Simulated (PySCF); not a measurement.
C$_{6}$H$_{6}$O$_{3}$: full NMR table

* Formula: C6H6O3
* SMILES: C[C@H]1OC(=O)C=CC1=O
* InChI: InChI=1S/C6H6O3/c1-4-5(7)2-3-6(8)9-4/h2-4H,1H3/t4-/m1/s1
* Point group of the computed structure: C1
* Degrees of unsaturation: 4
* Carbon signals: 6
* Proton signals: 4

Mapped SMILES: `[CH3:1][C@H:2]1[O:3][C:4](=[O:5])[CH:6]=[CH:7][C:8]1=[O:9]`. Each H is labelled by its parent atom.

Theoretical values (PySCF 2.14): shieldings: GIAO PBE0/pcSseg-1, geometry: GFN2-xTB. Isolated molecule, rapidly exchanging positions averaged, non-relativistic, single conformer.

Shifts are taken against calculated references (same method and geometry level): TMS for 1H (31.72 ppm) and 13C (186.93 ppm); H2O for 17O (336.08 ppm).

| carbon | δC, type | δH (multiplicity) | HMBC from (2–3 bonds) | span of the C tensor (ppm) |
| --- | --- | --- | --- | --- |
| C1 | 26.3, CH3 | 1.62 (d) | H(C2) | 49 |
| C2 | 84.4, CH | 5.01 (m) | H(C7), H(C1) | 40 |
| C4 | 163.6, C | – | H(C6), H(C7), H(C2) | 163 |
| C6 | 144.3, CH | 6.92 (d) | H(C7) | 215 |
| C7 | 143.2, CH | 6.71 (d) | H(C6), H(C2) | 212 |
| C8 | 202.0, C | – | H(C6), H(C7), H(C2), H(C1) | 212 |

Other nuclei:
```
atoms  nucleus            environment  δ (ppm)  σ (ppm)
   O9      17O          ketone oxygen    684.1   -348.0
   O5      17O  ester carbonyl oxygen    491.5   -155.4
   O3      17O    ester alkoxy oxygen    227.1    108.9
```

1. Carbon types of the structure: 2 × C, 3 × CH, 1 × CH3, which accounts for all hydrogens.
2. δC 202.0: ketone carbonyl carbon; the double bond to the heteroatom, with no lone-pair donor beside it, deshields it most.
3. δC 163.6: ester carbonyl carbon; it is a carbonyl in resonance with an O or N lone pair, the region of acids, esters and amides.
4. δC 144.3, 143.2: β carbon of a C=C–C=O unit; conjugation with the carbonyl draws π density from the β position.
5. δC 84.4: sp3 CH bonded to O, α to a carbonyl; deshielded by the electronegative neighbour.
6. δC 26.3: methyl carbon; a saturated carbon with 1 carbon neighbour and no heteroatom attached.

Shifts are as computed. Against solution values, carbons near 30 ppm lie about +3 ppm off and those near 130 ppm about +5 ppm. Of 1211 compounds with measured shifts, 218 miss one by over three times the rms of a fit or turn the order of signals round; such compounds aren't used in these exercises. Unscaled 17O shifts of doubly bonded oxygen tend to come out too high, by tens of ppm or more. Experimental scales use liquid or dissolved standards, which lie at an offset from isolated H2O (liquid H2O: subtract about 36 ppm). Multiplicities follow the n + 1 count of equivalent neighbours, as no J values were calculated; m marks all less simple cases, F and P coupling included.
